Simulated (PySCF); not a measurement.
# XPS shifts beside NMR shieldings

Species: C7H6O.
Bonds: C1–C2, C2–C3 (triple), C3–C4, C4–C5 (aromatic), C5–C6 (aromatic), C6–C7 (aromatic), C7–O8 (aromatic), C4–O8 (aromatic). Hydrogens: H9, H10, H11 on C1; H12 on C5; H13 on C6; H14 on C7.

Binding energies: delta-SCF UKS SCAN, pcX-2 on the ionised atom, pcseg-1 elsewhere, spin-free X2C in PySCF 2.14.0. Shieldings: GIAO KT2/pcSseg-1, non-relativistic, same geometry.

| atom | isotropic shielding (ppm) |
| --- | --- |
| C1 | 176.5 |
| C2 | 92.7 |
| C3 | 112.1 |
| C4 | 51.3 |
| C5 | 71.7 |
| C6 | 76.4 |
| C7 | 47.0 |

Problem. What are the C 1s binding energies of these atoms?

Solution. 
```
atom                        environment  C 1s (eV)  isotropic shielding (ppm)
  C2                      alkyne carbon     290.02                       92.7
  C3                      alkyne carbon     290.15                      112.1
  C5                 aromatic CH carbon     290.15                       71.7
  C6                 aromatic CH carbon     290.35                       76.4
  C7  aromatic CH next to a ring oxygen     291.34                       47.0
  C1                 propargylic carbon     291.56                      176.5
  C4        substituted aromatic carbon     292.05                       51.3
```

Problem. Among the listed atoms, is the one with the highest binding energy also the least shielded?

Solution. No. The highest binding energy is at C4 (292.05 eV, shielding 51.3 ppm), the lowest shielding at C7 (47.0 ppm, 291.34 eV).

Over these 7 sites the two quantities correlate at r = -0.02. By binding energy: C2 < C3 ≈ C5 < C6 < C7 < C1 < C4. By shielding: C7 < C4 < C5 < C6 < C2 < C3 < C1.

Spin contamination (⟨S²⟩ against 0.75 for a pure doublet) is marked for C 1s of C2 (0.86) and C 1s of C3 (0.87), which makes these values less certain. Isolated species at its PBE0-D3(BJ)/def2-SVP geometry, gas phase.
